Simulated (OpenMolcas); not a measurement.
## Lines of Si I: computed and rescaled rates

- Program: OpenMolcas
- Method: SS-RASPT2, IPEA 0.25 Eh, imaginary shift 0.1 Eh (closed shells correlated: 2s 2p)
- Basis: ANO-RCC [8s7p5d4f2g]
- Scalar Hamiltonian: DKH2, point nucleus
- Active space: 4 electrons in 9 orbitals (RAS2 3s 3p; RAS3 3d, at most 2 electrons)
- State averaging: 2S+1 = 3 even, 3 roots; 2S+1 = 1 even, 6 roots; 2S+1 = 5 odd, 1 root; 2S+1 = 3 odd, 8 roots; 2S+1 = 1 odd, 5 roots
- Spin-orbit coupling: RASSI with atomic mean-field integrals over the reference wave functions, term energies averaged over their components

Rates come from the transition moments of the reference wave functions (E1 and E2 in the length form). At fixed line strength A goes as λ^-3 for E1 and M1 and as λ^-5 for E2, so a rate at the computed wavelength can be rescaled to the measured one. Measured vacuum wavelengths follow from level energies in NIST Handbook of Basic Atomic Spectroscopic Data. Branching counts decays inside the model space alone, at computed energies, and the table is only a selection of the E2 and M1 lines, drawn from those between levels with measured partners whose computed energy lies within a factor of 1.5 of the measured one.

| Upper | Lower | Type | λ computed (nm) | λ measured (nm) | A computed (s-1) | A rescaled (s-1) | Branching % |
| --- | --- | --- | --- | --- | --- | --- | --- |
| 3s2 3p2 3P2 | 3s2 3p2 3P1 | M1 | 77780 | 68470 | 2.88e-05 | 4.22e-05 | 100.0 |
| 3s2 3p2 1D2 | 3s2 3p2 3P2 | M1 | 1687 | 1646 | 1.99e-03 |  | 73.3 |
| 3s2 3p2 1D2 | 3s2 3p2 3P2 | E2 | 1687 | 1646 | 1.49e-05 |  | 0.5 |
| 3s2 3p2 1D2 | 3s2 3p2 3P1 | M1 | 1651 | 1607 | 7.08e-04 |  | 26.1 |
| 3s2 3p2 1S0 | 3s2 3p2 1D2 | E2 | 1080 | 1099 | 8.30e-01 | 7.61e-01 | 96.7 |
| 3s2 3p2 1S0 | 3s2 3p2 3P1 | M1 | 653 | 652.9 | 2.77e-02 |  | 3.2 |

Spin-changing lines and M1 lines between different terms are not rescaled, since their strength hangs on the term gaps too.

The largest correction is for 3s2 3p2 3P2 → 3s2 3p2 3P1 (M1): 2.88e-05 × (77780 / 68470)^3 = 4.22e-05 s-1, a factor of 1.47.

No measured rate stands beside these. Rescaling mends the energy factor alone: line strengths can still be far off where a level mixes with configurations outside the active space, and weak or spin-changing lines hang on small mixing coefficients that depend on the term gaps too, so rescaling need not improve them.

CASPT2 breaks the degeneracy within a term, and the mean is taken; among the terms shown or strongly mixed into the levels shown the widest spread is 35 cm-1 (3s2 3p2 1D). The run also gave levels led by 3s2 3p 3d, which use shells meant for correlation; these and all levels above them are left out. Measured partners are found by configuration, term and J. A level has none where our copy of the source lacks it or the pairing is in doubt (some pairs that miss far off the trend of their configuration count as doubtful). Levels of configurations outside the active space are missing.
